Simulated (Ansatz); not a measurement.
Consider the redistribution: `[SiH3]NP` + `P[SiH2]Cl` → `PP` + `[SiH3]N[SiH2]Cl`.

Isolated molecules relaxed with PBE0-D4/def2-TZVP in Ansatz; ΔE leaves out vibrations. CCSD(T)/CBS adds triple-zeta CCSD(T) − MP2 to the extrapolated MP2 energy (def2 sets, frozen cores). This one scheme is used for every species. Functionals use def2-TZVPP. Each species was taken in one conformer, which may not be the lowest.

```tsv
level	ΔE (eV)
r2SCAN-D4	-0.74
MP2/def2-QZVPP	-0.75
```

Task: What does CCSD(T)/CBS give? (Estimate.)

Result: The calculation gave: -0.74 eV. The listed levels differ from it by 0.00, -0.01 eV.

Largest T1 diagnostic among the species: 0.014.

Leaving LDA and LC-ωPBE aside and taking each functional with its dispersion term where it has one, the values, not all of them listed here, spread over 0.06 eV, from r2SCAN-D4 to ωB97X-V.
